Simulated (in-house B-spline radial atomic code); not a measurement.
The numbers below are computed, except where a source is named.
# Stopping and range of 20 keV S in Ge

The pair potential comes from two frozen, spherical free-atom densities (PBE, B-spline radial code, scalar-relativistic past argon): electrostatics plus the change in Thomas-Fermi kinetic and Dirac exchange energy where they overlap, the recipe behind the universal ZBL potential, which averages such potentials (from solid-state densities) over many pairs. It is written V = (Z1 Z2 e²/r) φ(r/a), with e² = 14.3996 eV·Å and a = 0.46850 Å/(Z1^0.23 + Z2^0.23); ZBL's fit is φ = 0.18175 e^(−3.1998x) + 0.50986 e^(−0.94229x) + 0.28022 e^(−0.4029x) + 0.02817 e^(−0.20162x). Where φ falls below 4e-4 it is continued as an exponential.

The target is taken as amorphous, with density 5.3234 g/cm³ (NSM archive of the Ioffe Institute); channelling is ignored. Masses: S 32.06, Ge 72.63 u. Nuclear stopping is S_n = 4π a Z1 Z2 e² M1/(M1 + M2) × s_n(ε), with s_n integrated over impact parameters for each pair. Electronic stopping is Lindhard and Scharff's S_e = Z1^(1/6) 8π e² a0 Z1 Z2/(Z1^(2/3) + Z2^(2/3))^(3/2) × v/v0, with a0 = 0.529177 Å and v = v0 at 24.801 keV/u; it misses the oscillations with Z1 seen in experiment, which reach tens of per cent. Compounds add by atom fraction.

```
target atom    a (Å)  ε at this energy  s_n, this pair  s_n, ZBL potential
         Ge  0.11396            0.2145          0.3639              0.3467
```

(1) What are the atom density and the stopping powers at entry?

Along the track:

| E (keV) | N S_n (eV/nm) | N S_e (eV/nm) |
| --- | --- | --- |
| 1 | 244 | 36.6 |
| 3 | 360 | 63.4 |
| 6 | 433 | 89.6 |
| 10 | 479 | 116 |
| 15 | 506 | 142 |
| 20 | 519 | 164 |

(2) Estimate the path length and the projected range.

## Answers

(1) N = 5.3234 × 0.602214/72.63 = 0.04414 atoms/Å³. For Ge: S_n = 3233 × 0.3639 = 1177 eV·Å², S_e = 2.6213 × √20000 = 370.7 eV·Å². Averaged over the target's atoms and times N × 10 Å/nm, the ion loses N S_n = 519 eV/nm to recoils and N S_e = 164 eV/nm to electrons; the nuclear share is 76 %.

(2) With continuous slowing down the path is the integral of dE/(N (S_n + S_e)). Trapezoids over the table give 35.1 nm, and the stretch below the first row, with stopping taken as √E, adds 2E/(N S) = 7.1 nm: 42.3 nm in all, against 40.8 nm on a fine grid from 5 eV. Deflections shorten the depth: to first order in the energy passed on, N (S_n + S_e) dR_p/dE = 1 − N S_n (M2/M1) R_p/(2E), summed over the target's atoms, and integrating this on the fine grid gives R_p = 17.4 nm, 0.43 of the path. Lindhard's rule of thumb R/(1 + M2/3M1), with mean M2/M1 = 2.27, gives 23.3 nm; it is meant for M2/M1 below about 2. On the ZBL potential the same equation gives 18.1 nm, and the full integral equation, which keeps hard collisions, 19.5 nm.
